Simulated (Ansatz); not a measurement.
Relaxation of GaH5O2 (8 atoms, charge 0, multiplicity 1), to a largest force component of 0.03 eV/Å in at most 50 steps.

All numbers below come from RKS B3LYP/def2-SVP (Ansatz).

```xyz
8
Properties=species:S:1:pos:R:3:forces:R:3
Ga 0.040 0.499 -0.249 -0.01 -0.01 -0.13
H -0.228 -0.274 2.402 -0.09 -1.69 0.54
O 1.693 -0.012 -0.716 0.01 0.01 0.02
H 1.745 -0.843 -1.205 0.00 0.00 -0.01
H -1.281 -0.222 -0.630 0.01 0.00 0.01
O 0.019 2.025 0.688 0.12 0.24 -0.15
H 0.888 2.447 0.759 -0.11 -0.07 0.02
H -0.202 0.419 2.202 0.07 1.53 -0.30
```

Q: Where does it end, and by what steps?

A: The run converged. The force dipped under the threshold on the way, but the program's further checks kept it going. After 27 steps the energy has fallen by 0.118 eV; H2 moved furthest, 1.73 Å.

```json
{"step": "0", "energy less start (eV)": "0.0000", "largest force component (eV/Å)": "1.693", "accepted": "yes"}
{"step": "1", "energy less start (eV)": "-0.0818", "largest force component (eV/Å)": "0.387", "accepted": "yes"}
{"step": "2", "energy less start (eV)": "-0.0886", "largest force component (eV/Å)": "0.290", "accepted": "yes"}
{"step": "3", "energy less start (eV)": "-0.0903", "largest force component (eV/Å)": "0.188", "accepted": "yes"}
{"step": "4", "energy less start (eV)": "-0.0927", "largest force component (eV/Å)": "0.120", "accepted": "yes"}
{"step": "5", "energy less start (eV)": "-0.0860", "largest force component (eV/Å)": "0.714", "accepted": "no"}
{"step": "6", "energy less start (eV)": "-0.0962", "largest force component (eV/Å)": "0.030", "accepted": "yes"}
{"step": "7", "energy less start (eV)": "-0.0974", "largest force component (eV/Å)": "0.230", "accepted": "yes"}
{"step": "8", "energy less start (eV)": "-0.1006", "largest force component (eV/Å)": "0.157", "accepted": "yes"}
{"step": "9", "energy less start (eV)": "-0.1019", "largest force component (eV/Å)": "0.281", "accepted": "yes"}
{"step": "10", "energy less start (eV)": "-0.1044", "largest force component (eV/Å)": "0.435", "accepted": "yes"}
{"step": "11", "energy less start (eV)": "-0.1105", "largest force component (eV/Å)": "0.075", "accepted": "yes"}
{"step": "12", "energy less start (eV)": "-0.1119", "largest force component (eV/Å)": "0.017", "accepted": "yes"}
{"step": "13", "energy less start (eV)": "-0.1123", "largest force component (eV/Å)": "0.128", "accepted": "yes"}
{"step": "14", "energy less start (eV)": "-0.1133", "largest force component (eV/Å)": "0.141", "accepted": "yes"}
{"step": "15", "energy less start (eV)": "-0.1149", "largest force component (eV/Å)": "0.061", "accepted": "yes"}
{"step": "16", "energy less start (eV)": "-0.1153", "largest force component (eV/Å)": "0.033", "accepted": "yes"}
{"step": "17", "energy less start (eV)": "-0.1159", "largest force component (eV/Å)": "0.059", "accepted": "yes"}
{"step": "18", "energy less start (eV)": "-0.1162", "largest force component (eV/Å)": "0.079", "accepted": "yes"}
{"step": "19", "energy less start (eV)": "-0.1165", "largest force component (eV/Å)": "0.094", "accepted": "yes"}
{"step": "20", "energy less start (eV)": "-0.1168", "largest force component (eV/Å)": "0.079", "accepted": "yes"}
{"step": "21", "energy less start (eV)": "-0.1170", "largest force component (eV/Å)": "0.052", "accepted": "yes"}
{"step": "22", "energy less start (eV)": "-0.1164", "largest force component (eV/Å)": "0.120", "accepted": "no"}
{"step": "23", "energy less start (eV)": "-0.1174", "largest force component (eV/Å)": "0.037", "accepted": "yes"}
{"step": "24", "energy less start (eV)": "-0.1175", "largest force component (eV/Å)": "0.036", "accepted": "yes"}
{"step": "25", "energy less start (eV)": "-0.1176", "largest force component (eV/Å)": "0.047", "accepted": "yes"}
{"step": "26", "energy less start (eV)": "-0.1177", "largest force component (eV/Å)": "0.033", "accepted": "yes"}
{"step": "27", "energy less start (eV)": "-0.1177", "largest force component (eV/Å)": "0.016", "accepted": "yes"}
```

```xyz
8
Properties=species:S:1:pos:R:3
Ga 0.172 0.324 -0.704
H -0.677 0.565 3.845
O 1.814 0.173 -1.404
H 1.864 -0.321 -2.232
H -1.147 -0.249 -1.285
O 0.157 1.250 0.825
H 1.028 1.573 1.095
H -0.538 0.725 3.112
```

Whether the end is a true minimum wasn't checked by a vibrational analysis.

The run took 70 s on 2 threads of Arm Neoverse N1, on a shared host, peak memory 0.17 GiB.
